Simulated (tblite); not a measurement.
Run record: tight-binding relaxation, `CC#[N+][B@@H-](O)C1CCC1`.

Computed with GFN2-xTB geometry optimisation, gas phase (tblite 0.8.0). Start geometry: from a force field or distance geometry. The command runs a driver script over a list of jobs; the input below is this job's line of settings and its coordinates in Å.

Command:
```bash
OMP_NUM_THREADS=1 python probes_run.py task.json out
```

Input:
```
{"job": {"kind": "relax", "xc": "GFN2-xTB", "basis": "xTB"}, "charge": 0, "multiplicity": 1}
C      3.915600    -0.546000     0.055400
C      2.553900    -0.005100     0.237900
N      1.501000     0.408400     0.401900
B      0.116700     0.959000     0.583100
O      0.125900     2.415700     0.421400
C     -0.901000     0.263000    -0.474300
C     -2.369500     0.593800    -0.238800
C     -2.650200    -0.877500     0.028700
C     -1.182200    -1.215700    -0.199500
H      4.419600    -0.603400     1.040600
H      4.473100     0.123100    -0.624100
H      3.839500    -1.559900    -0.388400
H     -0.242900     0.706800     1.713500
H      0.468900     2.587900    -0.505500
H     -0.598100     0.449000    -1.526300
H     -2.572000     1.221700     0.673000
H     -2.871900     0.964700    -1.151800
H     -3.320100    -1.337100    -0.747400
H     -2.981800    -1.072300     1.076200
H     -1.026000    -1.843900    -1.095300
H     -0.707400    -1.615400     0.719200
```

Question: Give the output.

Answer: 
```
step      E/eV     max force
  0    -738.65910    2.288
  1    -738.79668    3.940
  2    -738.85781    2.715
  3    -738.95050    0.557
  4    -738.97678    0.471
  5    -739.00982    0.582
  6    -739.02702    0.436
  7    -739.04216    0.261
  8    -739.04916    0.187
  9    -739.05421    0.164
... (49 lines left out)
 59    -739.09256    0.017
 60    -739.09260    0.016
 61    -739.09265    0.016
 62    -739.09271    0.017
 63    -739.09276    0.016
 64    -739.09280    0.016
 65    -739.09283    0.013
 66    -739.09286    0.015
 67    -739.09288    0.014
 68    -739.09289    0.009
```

«max force» is the largest atomic force in eV/Å.

Question: From which step on does the largest force stay under 0.1 eV/Å, and how much energy is left to gain from there?

Answer: From step 23 (0.094 eV/Å), 5.7 meV above the end.

In short: energy lowered by 10.0 kcal/mol over 68 steps; largest atomic force 0.009 eV/Å at the end.

Question: Give the final coordinates.

Answer: 0.131 Å rms from the input after alignment:
```
atom  x, y, z in Å
C1     3.8867   -0.4999    0.0463
C2     2.5293   -0.1229    0.2857
N3     1.4365    0.1624    0.4851
B4     0.0933    0.9963    0.6506
O5     0.4823    2.3419    0.3797
C6    -0.9009    0.2833   -0.4327
C7    -2.4051    0.5938   -0.2650
C8    -2.6831   -0.8895    0.0153
C9    -1.2007   -1.2151   -0.2135
H10    4.4305   -0.5346    0.9902
H11    4.3535    0.2336   -0.6110
H12    3.9187   -1.4812   -0.4268
H13   -0.1795    0.8304    1.7933
H14    0.4152    2.5548   -0.5502
H15   -0.5589    0.4837   -1.4546
H16   -2.6314    1.2617    0.5632
H17   -2.8913    0.9750   -1.1630
H18   -3.3678   -1.3655   -0.6862
H19   -3.0276   -1.0927    1.0276
H20   -1.0116   -1.8462   -1.0824
H21   -0.6972   -1.6524    0.6480
```

Time: 2.3 s wall, 1.6 s CPU. Hardware: an Intel Xeon at 2.50 GHz with one thread, on a shared host.
Labels such as C1 count atoms from 1, the log's own numbers from 0.
